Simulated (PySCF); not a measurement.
# Where the electron goes

Compound: CdBr₂ (singlet state).
Z-matrix (Å and degrees, PBE0-D3(BJ)/def2-SVP geometry), rows numbered from 1:
```
Cd
Br  1  2.4082
Br  1  2.4082  2  179.90
```

Theory: TDDFT CAM-B3LYP/def2-SVPD, vertical, gas phase, core orbitals frozen in the response, def2 core potentials past Kr in PySCF 2.14.0, density-fitted response routines. Spin–orbit coupling is left out.

Kohn–Sham orbitals with the atoms that hold most of them (Löwdin shares over 4%, at most four atoms):

```
orbital  ε (eV)                      atoms
 HOMO-3  -10.11   Br3 46%, Br2 46%, Cd1 7%
 HOMO-2  -10.11   Br3 46%, Br2 46%, Cd1 7%
 HOMO-1   -9.73           Br2 48%, Br3 48%
   HOMO   -9.73           Br2 48%, Br3 48%
   LUMO   -1.53  Cd1 45%, Br2 28%, Br3 28%
 LUMO+1   -0.02  Cd1 66%, Br3 17%, Br2 17%
 LUMO+2   -0.02  Cd1 66%, Br3 17%, Br2 17%
```

Within 0.005 eV of a neighbour in this list lie HOMO-3/HOMO-2, HOMO-1/HOMO and LUMO+1/LUMO+2 (point group found: D∞h).

(1) How does S1 compare with the orbital gap of 8.19 eV?

Results:

(1) S1 is at 4.86 eV (f = 0.0000), 3.33 eV below the gap, made of HOMO-1/HOMO→LUMO (98%). S1/S2 lie within about 0.01 eV of each other. Without the coupling terms of the response equations the lowest excitation would equal the gap.

For S1 the Löwdin share of cadmium is at most 4% in HOMO and 45% in LUMO.

Next come S2 at 4.86 eV (f 0.0000), HOMO-1/HOMO→LUMO (98%); S3 at 5.28 eV (f 0.035), HOMO-3/HOMO-2→LUMO (≥96%); S4 at 5.28 eV (f 0.035), HOMO-3/HOMO-2→LUMO (≥96%); S5 at 6.35 eV (f 0.123), HOMO-4→LUMO (55%), HOMO-1/HOMO→LUMO+1/LUMO+2 (≥41%).

Orbitals of the list HOMO-3 to LUMO+2 that lie within 0.01 eV of each other are written together with a slash and their weights summed (≥ marks a lower bound); for degenerate orbitals outside that list single weights are arbitrary.
